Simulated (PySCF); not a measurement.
CH6OSiTe, SMILES CO[Te][SiH3]. Coordinates come from a PBE-D3(BJ)/def2-SVP optimisation. This is a generated structure with no PubChem entry under its InChIKey; it may be hypothetical. The def2 effective core potentials stand for the cores of Te; spin–orbit coupling is left out. Other conformers were not sampled.

Q: Give the equilibrium geometry at PBE-D3(BJ)/def2-SVP (PySCF confirms it by a frequency run) as Cartesian coordinates in Å. (Estimate from the structure and the level; the computed values follow.)

A: This is not unique; one that fits is 
```xyz
10

Te     0.1368     0.0306     0.6958
O      1.2917     0.5605    -0.9200
C      1.8215    -0.5215    -1.6638
H      1.0374    -1.1710    -2.1211
H      2.4105    -0.0639    -2.4889
H      2.5055    -1.1748    -1.0731
Si    -1.9455    -0.0268    -0.7263
H     -1.7398    -0.9559    -1.8910
H     -2.2945     1.3402    -1.2429
H     -3.0587    -0.5433     0.1462
```
Charge 0, spin multiplicity 1.
